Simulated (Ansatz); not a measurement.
Conformers of H$_{8}$N$_{3}$Si$_{2}$ (`N[SiH]N[SiH2]N`) radical, each relaxed with PBE0-D4/def2-TZVP in Ansatz. CBS adds the triple-zeta coupled-cluster correction to the MP2 limit.

Not all of them had a frequency check.

Conformer A:

```xyz
13

N     1.797   -0.664    0.137
Si    0.578   -1.869    0.072
N    -0.913   -0.986    0.078
Si   -1.131    0.710    0.280
N    -0.198    1.585   -0.883
H     2.743   -0.887    0.396
H     1.727    0.144   -0.466
H     0.778   -2.727    1.291
H    -1.745   -1.507   -0.159
H    -2.605    0.918    0.168
H    -0.658    1.226    1.590
H     0.081    2.525   -0.646
H    -0.452    1.530   -1.858
```

Conformer B:

```xyz
13

N     1.672    0.157    1.130
Si    1.757    0.770   -0.467
N     0.150    0.637   -1.109
Si   -1.042   -0.567   -0.812
N    -1.415   -0.600    0.873
H     2.466   -0.275    1.569
H     0.787   -0.209    1.461
H     2.114    2.231   -0.546
H    -0.075    1.290   -1.846
H    -0.596   -1.956   -1.102
H    -2.179   -0.220   -1.712
H    -1.780   -1.457    1.262
H    -1.859    0.199    1.299
```

Task: Which is lowest in electronic energy at CCSD(T)/CBS (frozen core, def2 sets), and by how much? (Estimate.)

Result: Computed: A; B lies 2.4 kJ/mol higher.

Task: Give the energies relative to A (kJ/mol) with PBE0-D4/def2-TZVPP, ωB97M-V/def2-TZVPP, B3LYP/def2-TZVPP, MP2/def2-QZVPP, SCS-MP2/def2-QZVPP, MP2/CBS(def2), CCSD/CBS(def2). (Best estimate.)

Result: The calculation gave: 
| level | B |
| --- | --- |
| PBE0-D4/def2-TZVPP | 2.1 |
| ωB97M-V/def2-TZVPP | 2.6 |
| B3LYP/def2-TZVPP | 1.8 |
| MP2/def2-QZVPP | 2.4 |
| SCS-MP2/def2-QZVPP | 2.5 |
| MP2/CBS(def2) | 2.3 |
| CCSD/CBS(def2) | 2.4 |

B3LYP here is the variant with VWN-RPA as its local correlation; programs differ in this.
